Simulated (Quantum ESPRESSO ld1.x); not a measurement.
Values are calculated unless marked as measured or tabulated.
Se+, 33 electrons, occupied as [Ar] 3d10 4s2 4p2 4d1 (not the ground configuration). Code: ld1.x of Quantum ESPRESSO 7.5. Model: scalar-relativistic Kohn-Sham, LDA (Slater exchange, Perdew-Wang correlation), spin-polarised, spherical densities, point nucleus; open shells are filled with parallel spins first.

Normalised radial functions P(r) = r R(r), r in bohr:

r	4s down	4p up
0.005537	0.0812	0.0041
0.007399	0.1004	0.0069
0.009889	0.1211	0.0116
0.01335	0.1413	0.0197
0.01784	0.1554	0.0321
0.02384	0.1571	0.0511
0.03186	0.1371	0.0788
0.04301	0.0834	0.1172
0.05748	-0.0055	0.1612
0.07681	-0.1209	0.2016
0.1027	-0.2286	0.2184
0.1386	-0.2676	0.1805
0.1852	-0.1722	0.0669
0.2475	0.0602	-0.1124
0.3308	0.3250	-0.2900
0.4465	0.4300	-0.3547
0.5967	0.2266	-0.2170
0.7974	-0.2182	0.0985
1.076	-0.6783	0.4790
1.439	-0.8677	0.7302
1.923	-0.7374	0.7535
2.569	-0.4366	0.5655
3.468	-0.1683	0.2960
4.635	-0.0416	0.1063
6.194	-0.0057	0.0233
8.278	-0.0004	0.0027
11.17	0.0000	0.0001
14.93	0.0000	0.0000

4s down: eigenvalue -28.927 eV, 3 radial nodes at r = 0.0566, 0.232, 0.700 bohr, <r> = 1.70 bohr, 90 % of the charge inside 2.52 bohr. 4p up: eigenvalue -19.071 eV, 2 radial nodes at r = 0.208, 0.736 bohr, <r> = 2.03 bohr, 90 % of the charge inside 3.06 bohr.
